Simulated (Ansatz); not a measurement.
Two isomers of B2FH5Si: A = `BB[SiH2]F`, B = `B[SiH](B)F`.

Computed with Ansatz on PBE0-D4/def2-TZVP structures; ΔE is electronic, products minus reactants. CCSD(T)/CBS adds triple-zeta CCSD(T) − MP2 to the extrapolated MP2 energy (def2 sets, frozen cores). Functionals use def2-TZVPP. B3LYP here is the variant with VWN-RPA as its local correlation; programs differ in this. Each species was taken in one conformer, which may not be the lowest.

Task: Which is lower in electronic energy at CCSD(T)/CBS, and by how much? (Estimate.)

Result: Ansatz gave: A, by 8.2 kcal/mol.

Task: Give E(B) − E(A) in kcal/mol with B3LYP-D4, MP2/def2-TZVPP, r2SCAN-D4, PBE0-D4, HF/def2-TZVPP, CCSD(T)/def2-SVP, LDA (SPW92). (Best estimate.)

Result: The calculation gave: B3LYP-D4 9.7, MP2/def2-TZVPP 8.5, r2SCAN-D4 10.5, PBE0-D4 9.6, HF/def2-TZVPP 7.7, CCSD(T)/def2-SVP 8.6, LDA (SPW92) 11.8. None reverses the order clearly.

Task: Does the order hold for the free energy at 298.15 K (harmonic terms from PBE0-D4)? (Estimate.)

Result: Computed: Yes: G(B) − G(A) = +8.4 kcal/mol, for one conformer each.

Largest T1 diagnostic: 0.014.

Leaving LDA and LC-ωPBE aside and taking each functional with its dispersion term where it has one, the values, not all of them listed here, spread over 2.4 kcal/mol, from PBE-QIDH to B97M-V. LDA lies +1.6 kcal/mol from PBE without D4. From BLYP to BHLYP (50 % exact exchange), in def2-TZVPP and without D4, E(B) − E(A) moves by −0.9 kcal/mol.
